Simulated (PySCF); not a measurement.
SMILES C(C)(c1ccccc1)C (C₉H₁₂) (GFN2-xTB optimised geometry):

```
21

C      1.387     0.130     0.000
C     -0.143     0.130     0.000
C     -0.686     1.561     0.000
C     -0.680    -0.648     1.177
C     -1.457    -1.781     0.975
C     -1.955    -2.503     2.046
C     -1.682    -2.100     3.341
C     -0.908    -0.972     3.555
C     -0.413    -0.254     2.483
H      1.764     0.639    -0.885
H      1.774     0.639     0.879
H      1.766    -0.890     0.000
H     -0.483    -0.363    -0.918
H     -1.774     1.553     0.003
H     -0.346     2.092    -0.886
H     -0.345     2.104     0.878
H     -1.675    -2.104    -0.033
H     -2.558    -3.382     1.868
H     -2.070    -2.660     4.179
H     -0.690    -0.650     4.564
H      0.189     0.624     2.668
```

Level of theory: PySCF with B3LYP/def2-SVP.

Task: What are the frontier orbital energies and the dipole moment?

Result: HOMO-2 -8.80 eV, HOMO-1 -6.92 eV, HOMO -6.67 eV, LUMO -0.13 eV, LUMO+1 -0.01 eV; dipole moment 0.34 D.

On the same geometry PySCF with PBE/def2-SVP gives HOMO-2 -7.58 eV, HOMO-1 -6.16 eV, HOMO -5.92 eV, LUMO -0.89 eV, LUMO+1 -0.79 eV; dipole moment 0.38 D.

Meta-Löwdin charges at B3LYP/def2-SVP: C1 -0.28, C2 -0.04, C3 -0.28, C4 0.02, C5 -0.12, C6 -0.10, C7 -0.11, C8 -0.10, C9 -0.12, H10 0.09, H11 0.09, H12 0.09, H13 0.08, H14 0.09, H15 0.09, H16 0.09, H17 0.09, H18 0.10, H19 0.10, H20 0.10, H21 0.09.
